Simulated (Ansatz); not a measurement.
Geometry optimisation, Ansatz, UHF/def2-SVP.

input.yaml

```yaml
crystal:
  periodic: [false, false, false]
  atoms:
    - { symbol: Ge, position_ang: [0.0, 0.0, 0.0] }
    - { symbol: H, position_ang: [0.0, 0.0, 1.8] }
    - { symbol: F, position_ang: [1.5842, 0.0, -0.5594] }
    - { symbol: Ge, position_ang: [-1.1304, 1.9584, -0.7992] }
    - { symbol: H, position_ang: [-2.6003, 1.6043, -1.1405] }
    - { symbol: H, position_ang: [-1.1048, 3.0541, 0.2968] }
    - { symbol: H, position_ang: [-0.4177, 2.4843, -2.0712] }
    - { symbol: F, position_ang: [-0.7913, -1.3709, -0.5594] }
    - { symbol: H, position_ang: [0.0, 0.0, 2.76] }
magnetization:
  spin_polarized: true
  initial_magnetization: 1
basis:
  gaussian: { orbitals: def2-SVP }
hamiltonian:
  xc: hf
relax:
  f_tol: 0.15
  max_steps: 25
  restrain:
    - { distance: [1, 8], at: 1.86, k: 30.0 }
    - { distance: [0, 1], at: 1.55, k: 30.0 }
```

Command:

```bash
$ ansatz run input.yaml --threads 4 --pin off --max-ram 5120MiB --backend cpu --events-out ev --progress --plain --runs-dir out
```

Question: Where does it end, and by what steps?

Answer: It converged. The restraints hold the end off the free minimum; the threshold counts their pulls, which the force column leaves out. Restrained pairs: H2–H9 (0.96 → 1.87 Å), Ge1–H2 (1.80 → 1.54 Å). After 5 steps the energy has fallen by 0.519 eV (the restraints' own energy left out); H9 moved furthest, 0.63 Å.

```
step  energy less start (eV)  largest force component (eV/Å)  accepted
   0                  0.0000                           1.439       yes
   1                 -0.1273                           1.267       yes
   2                 -0.3281                           0.988       yes
   3                 -0.4936                           0.602       yes
   4                 -0.4865                           0.688        no
   5                 -0.5191                           0.519       yes
```

```xyz
9
Properties=species:S:1:pos:R:3
Ge -0.031 0.034 -0.004
H 0.039 -0.155 1.524
F 1.591 -0.007 -0.576
Ge -1.165 2.018 -0.873
H -2.621 1.655 -1.167
H -1.107 3.091 0.220
H -0.456 2.508 -2.134
F -0.755 -1.388 -0.649
H 0.043 -0.027 3.387
```

Run time: 21 s on 4 threads of Intel(R) Xeon(R) Platinum 8259CL CPU @ 2.50GHz (Skylake/Cascade Lake), on a shared host, peak memory 0.43 GiB.
